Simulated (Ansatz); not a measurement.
`C[Se][AlH][BH]S`, relaxed with RKS PBE-D4/def2-SVP in Ansatz 0.2.0 from a rough embedded geometry. The force threshold is 0.03 eV/Å; the program also tests the step.

The species carries charge 0 and has multiplicity 1.

Start:

```xyz
11

C    -1.255   -1.638   -0.857
Se    0.268   -0.967   -1.733
Al    1.227   -0.274    0.340
B     0.845    1.606    1.174
S    -0.413    2.715    0.213
H    -2.018   -2.065   -1.579
H    -1.011   -2.449   -0.112
H    -1.801   -0.810   -0.257
H     2.253   -1.295    1.162
H     1.273    1.903    2.163
H     0.632    3.273   -0.513
```

| step | energy (eV) | largest force (eV/Å) | largest move (Å) |
| --- | --- | --- | --- |
| 1 | -84556.5831 | 2.725 | 0.000 |
| 2 | -84557.0179 | 1.084 | 0.179 |
| 3 | -84557.2575 | 1.059 | 0.198 |
| 4 | -84557.5503 | 1.198 | 0.195 |
| 5 | -84557.8676 | 1.346 | 0.200 |
| 6 | -84558.0781 | 1.580 | 0.195 |
| 7 | -84558.1802 | 1.675 | 0.192 |
| 8 | -84558.2757 | 0.767 | 0.190 |
| 9 | -84558.3351 | 0.273 | 0.135 |
| 10 | -84558.3822 | 0.305 | 0.193 |
| 11 | -84558.4254 | 0.179 | 0.195 |
| 12 | -84558.4642 | 0.211 | 0.191 |
| 13 | -84558.4967 | 0.431 | 0.197 |
| 14 | -84558.5299 | 0.421 | 0.194 |
| 15 | -84558.5607 | 0.543 | 0.195 |
| 16 | -84558.5767 | 0.837 | 0.200 |
| 17 | -84558.6133 | 0.355 | 0.127 |
| 18 | -84558.6236 | 0.211 | 0.200 |
| 19 | -84558.6341 | 0.155 | 0.063 |
| 20 | -84558.6365 | 0.120 | 0.034 |
| 21 | -84558.6379 | 0.102 | 0.030 |
| 22 | -84558.6385 | 0.062 | 0.033 |
| 23 | -84558.6387 | 0.020 | 0.015 |

End:

```xyz
11

C    -1.325   -1.239   -0.772
Se    0.553   -1.863   -0.901
Al    1.694   -0.316    0.415
B     0.660    1.336    1.250
S    -0.301    2.502    0.305
H    -1.723   -1.143   -1.799
H    -1.907   -1.999   -0.219
H    -1.393   -0.267   -0.252
H     3.260   -0.644    0.503
H     0.635    1.623    2.434
H    -0.152    2.010   -0.964
```

Hardware: 4 threads of an Intel Xeon Platinum 8488C on a shared host. Wall time 43 s, peak host memory 0.21 GiB.
